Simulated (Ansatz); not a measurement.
```yaml
crystal:
  periodic: [false, false, false]
  atoms:
    - {symbol: Zn, position_ang: [-0.005166, 0.002482, -1.100257]}
    - {symbol: C, position_ang: [0.003790, -0.001530, 0.828664]}
    - {symbol: H, position_ang: [-0.446539, 0.916257, 1.210721]}
    - {symbol: H, position_ang: [1.027197, -0.070190, 1.201531]}
    - {symbol: H, position_ang: [-0.563946, -0.853277, 1.207229]}
    - {symbol: Br, position_ang: [-0.015336, 0.006258, -3.347878]}
basis:
  gaussian: {orbitals: def2-mTZVP, fitting: {mean_field: cc-pVTZ-jkfit}}
total_charge: -2
hamiltonian: {xc: {name: wB97X}}
scf: {omitted_lower_state_checks: [starts]}
output: {forces: true}
```

```sh
$ ansatz run in.yaml --threads 4 --pin off --events-out ev --progress --plain --max-ram 3916MiB
```

It prints (some lines left out):

```
Functional definition: wB97X
  name "wB97X"
  cite "Chai & Head-Gordon, J. Chem. Phys. 128, 084106 (2008) doi:10.1063/1.2834918"
  cite "Becke, J. Chem. Phys. 107, 8554 (1997) doi:10.1063/1.475007"
  parameter omega = 0.3/bohr
  parameter cx = 0.157706
  parameter cx1 = 0.726479
  parameter cx2 = 1.04760
  parameter cx3 = -5.70635
  parameter cx4 = 13.2794
  parameter css1 = -4.33879
  parameter css2 = 18.2308
  parameter css3 = -31.7430
  parameter css4 = 17.2901
  parameter cos1 = 2.37031
  parameter cos2 = -11.3995
  parameter cos3 = 6.58405
  parameter cos4 = -3.78132
  # The coefficients of nought are those of the uniform gas.
  exchange = spin_sum(e_x_unif_sr(omega)*poly(b97_u_x, 1 - cx, cx1, cx2, cx3, cx4)) + cx*exact_x_sr(omega)
      + exact_x_lr(omega)
  correlation = spin_sum(e_c_pw_same_spin*poly(b97_u_same, 1, css1, css2, css3, css4))
      + integral(e_c_pw_opposite_spin*poly(b97_u_opposite, 1, cos1, cos2, cos3, cos4))
these checks for a lower state are left out or cut short: starts
Error: [file] the basis set cc-pVTZ-JKFIT has no functions for Zn
```

A multiply charged anion in the gas phase is held together partly by the finite basis. The highest occupied level of an anion often lies above zero with these methods, and sets without diffuse functions describe the outer electron poorly.
